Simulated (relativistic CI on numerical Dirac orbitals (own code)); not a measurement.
## The 5d ions of charge 2+

Computed by Dirac-Coulomb-Breit CI, orbitals from a KLI potential per configuration, model QED, valence Slater integrals scaled by 0.85 (own radial code, finite nucleus).

Each species is treated in one configuration, given outside its closed core, with all valence electrons in the open shell. Radial values are for the open shell of highest l, unscaled and averaged over j; ζ includes the Breit term. Labels give the leading LS character, summed over repeated terms.

| Ion | Configuration | Its lowest level | LS weight (%) | ⟨r⟩ (bohr) | ⟨r²⟩ (bohr²) | Next level | E (cm⁻¹) | ζ (cm⁻¹) |
| --- | --- | --- | --- | --- | --- | --- | --- | --- |
| Lu2+ | 5d | 2D_3/2 | 100 | 2.244 | 5.933 | 2D_5/2 | 2100.5 | 836.3 |
| Hf2+ | 5d2 | 3F_2 | 96 | 2.107 | 5.222 | 3F_3 | 2207.5 | 1212 |
| Ta2+ | 5d3 | 4F_3/2 | 95 | 1.982 | 4.609 | 4F_5/2 | 1799 | 1621 |
| W2+ | 5d4 | 5D_0 | 85 | 1.873 | 4.108 | 5D_1 | 1281.4 | 2064 |
| Re2+ | 5d5 | 6S_5/2 | 93 | 1.777 | 3.696 | J = 5/2 (mixed) | 16698 | 2543 |
| Os2+ | 5d6 | 5D_4 | 88 | 1.693 | 3.352 | 5D_3 | 3916.2 | 3059 |
| Ir2+ | 5d7 | ? | ? | ? | ? | ? | ? | ? |
| Pt2+ | 5d8 | 3F_4 | 96 | 1.552 | 2.812 | J = 2 (mixed) | 7172.6 | 4213 |
| Au2+ | 5d9 | 2D_5/2 | 100 | 1.492 | 2.596 | 2D_3/2 | 12082 | 4854 |

Question: Fill in the row of Ir2+.

Answer: Its lowest level 4F_9/2; LS weight (%) 87; ⟨r⟩ (bohr) 1.619; ⟨r²⟩ (bohr²) 3.061; Next level 4F_7/2; E (cm⁻¹) 6749; ζ (cm⁻¹) 3615.

NIST ASD lists another ground level for Lu2+ (2S1/2).

With one configuration, terms of near-neutral atoms and ions can be 10 to 25 % off, and close levels can change places.

At low charge ζ of a weakly bound d or f electron comes out too small.
